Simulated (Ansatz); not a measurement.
Saddle point of SiH3Cl3, singlet (SiH₂Cl₂ ([Cl][SiH2][Cl]) + HCl → SiHCl₃ ([Cl][SiH]([Cl])[Cl]) + H₂; bonds formed: Si1–Cl7, H2–H6; bonds broken: Si1–H2, H6–Cl7), PBE0-D4/def2-TZVP structure:

Si1  (-0.429, 0.015, -0.126)
H2  (0.701, -0.659, 0.901)
Cl3  (-0.180, -0.883, -1.917)
Cl4  (-1.733, -1.206, 0.931)
H5  (-1.147, 1.288, -0.054)
H6  (1.221, 0.042, 0.582)
Cl7  (1.567, 1.402, -0.317)
(Å)

Energies are electronic, without zero-point energy. Barriers and step energies count from the start structure reached by relaxing down the imaginary mode; all methods use the PBE0-D4 structures, on which another method's saddle can fall below an end. Ansatz 0.2.0; basis: def2-TZVPP, with def2-QZVPP for the basis limit; cores frozen in the correlated methods. B3LYP uses VWN-RPA correlation. Extrapolation: Hartree–Fock as exp(−7.88 √X), correlation as X^−2.97.

| method | barrier (kJ/mol) | step energy (kJ/mol) |
| --- | --- | --- |
| SPW92 | 102.9 | -63.0 |
| PBE-D4 | 130.2 | -70.0 |
| BLYP-D4 | 151.8 | -68.9 |
| r2SCAN-D4 | 142.4 | -74.5 |
| B97M-V | ? | -71.6 |
| PBE0-D4 | 148.1 | -68.7 |
| B3LYP-D4 | 164.5 | -67.3 |
| r2SCAN0-D4 | 154.9 | -72.1 |
| BHLYP-D4 | ? | -66.0 |
| CAM-B3LYP-D4 | 174.1 | -63.8 |
| wB97X-V | ? | -67.7 |
| wB97M-V | 165.7 | -70.6 |
| B2PLYP | 172.7 | -67.0 |
| PBE-QIDH | 163.6 | -70.0 |
| RPA on PBE | 184.0 | -60.9 |
| HF | 240.9 | -57.9 |
| MP2 | 169.7 | -74.4 |
| CCSD | 192.1 | -61.4 |
| CCSD(T) | 180.1 | -64.6 |

(1) Fill in the withheld barriers. (Judge from chemistry; the value comes from the calculation.)

T1 diagnostic: at most 0.011. The end structure is not quite a true minimum (one mode of 48i cm⁻¹).

## Answers

(1) The calculation gives: B97M-V 159.3; wB97X-V 172.7; BHLYP-D4 185.4 kJ/mol. Each is the energy of the saddle less that of the start structure, by the same method.

For comparison, the barrier by CCSD(T) at an estimated basis limit (MP2 extrapolated from triple and quadruple zeta, plus CCSD(T) − MP2 in triple zeta) is 170.5 kJ/mol.

Labels in which every atom is bracketed show which atoms are joined, not bond orders.

For scale, one of the runs: CCSD(T)/def2-TZVPP, 210 basis functions (an equivalent command: `ansatz run in.yaml --threads 4`). Hardware: 4 CPU threads, shared host. Wall time 53 s; peak host memory 2.5 GiB.
